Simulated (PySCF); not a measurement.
HLiO, charge -1, doublet, at a GFN2-xTB geometry (such geometries of metal compounds can be far from the true shape) (a state made from the parent by changing its charge; the spin is typed, not shown lowest) (in this run its highest filled SCF level lies above zero, so its values depend strongly on the basis, on diffuse functions most of all). Base run: PBE0/def2-SVP (PySCF).

The PySCF input:
```python
from pyscf import gto, scf, dft

mol = gto.Mole()
mol.atom = '''
    Li   -0.000000   -0.000000   -1.422084
    O     0.000000    0.000000    0.367566
    H     0.000000    0.000000    1.325727
'''
mol.basis = 'def2-svp'
mol.charge = -1
mol.spin = 1
mol.verbose = 4
mol.build()

mf = dft.UKS(mol)
mf.xc = 'pbe0'
mf.kernel()
```

Variants of this job, named by their change:

| change | basis functions | E (Eh) | HOMO (eV) |
|---|---|---|---|
| base | 28 | -83.19083 | 1.25 |
| basis = cc-pVDZ-DK; relativity = spin-free X2C | 33 | -83.32302 | 1.26 |
| basis = jorge-DZP-DKH; relativity = spin-free X2C | 35 | -83.34009 | 1.18 |
| basis = ANO-RCC-VDZP; relativity = none | 33 | -83.28988 | 1.73 |
| basis = ANO-RCC-VDZP; relativity = spin-free X2C; nucleus = Gaussian (with mol.nucmod = 'G') | 33 | -83.34916 | 1.73 |
| basis = cc-pVDZ-DK; relativity = none | 33 | -83.26627 | 1.26 |
| basis = jorge-DZP-DKH; relativity = spin-free X2C; nucleus = Gaussian (with mol.nucmod = 'G') | 35 | -83.34008 | 1.18 |
| basis = ANO-RCC-VDZP; relativity = spin-free X2C | 33 | -83.34917 | 1.73 |
| basis = jorge-DZP-DKH; relativity = none | 35 | -83.28437 | 1.18 |
| basis = cc-pVDZ-DK; relativity = spin-free X2C; nucleus = Gaussian (with mol.nucmod = 'G') | 33 | -83.32301 | 1.26 |

Total energies compare only within one method and basis.

Open shells are given as the SCF converged; they aren't shown to be the lowest states, and a large step between rows can be another state.

Basis sets contracted for a relativistic Hamiltonian are a mismatch without it, so the rows without relativity aren't non-relativistic limits. No row has spin-orbit coupling; sets with core potentials leave out the core electrons.
